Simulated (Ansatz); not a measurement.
System: C$_{6}$H$_{12}$N, net charge 0, doublet state. It need not be the lowest isomer of its formula. 
Coordinates optimised at B3LYP-D3(BJ)/def2-TZVP (Ansatz, a first-principles code):
```xyz
19

C     -1.8915     0.1292     0.0163
C     -1.2147    -1.2489     0.1963
C      0.1881    -1.0812     0.6620
C      1.0669    -0.1773    -0.1283
C      0.3849     1.1973    -0.2840
C     -1.0298     1.0531    -0.8461
N      2.3725    -0.0176     0.5120
H     -2.0373     0.5843     1.0006
H     -2.8815     0.0029    -0.4297
H     -1.7897    -1.8690     0.8854
H     -1.2313    -1.7574    -0.7785
H      0.4794    -1.3371     1.6727
H      1.1483    -0.5931    -1.1518
H      0.3570     1.6731     0.7002
H      0.9924     1.8336    -0.9360
H     -0.9771     0.6501    -1.8639
H     -1.4989     2.0367    -0.9260
H      2.9706     0.5811    -0.0461
H      2.8374    -0.9151     0.5913
```
Charge 0, spin multiplicity 2.

Computed values are from Ansatz. Correlated levels leave the core frozen unless marked. Open shells are spin-unrestricted. Spin-orbit coupling is left out. Non-relativistic. CBS marks a two-point X^-3 extrapolation of the correlation energy; Hartree-Fock from the larger set. The bracket is a focal-point correction in the basis named.

What is the dipole moment at CCSD(T)/aug-cc-pVDZ?

1.15 D.

What is the T1 diagnostic at CCSD/cc-pVTZ?

0.011.

What is the total energy at RI-MP2/CBS(cc-pVTZ,cc-pVQZ)+[CCSD(T)-MP2]/cc-pVTZ?

-290.1870 Eh.

What is the atomisation energy De at RI-MP2/CBS(cc-pVTZ,cc-pVQZ)+[CCSD(T)-MP2]/cc-pVTZ?

1824.8 kcal/mol.
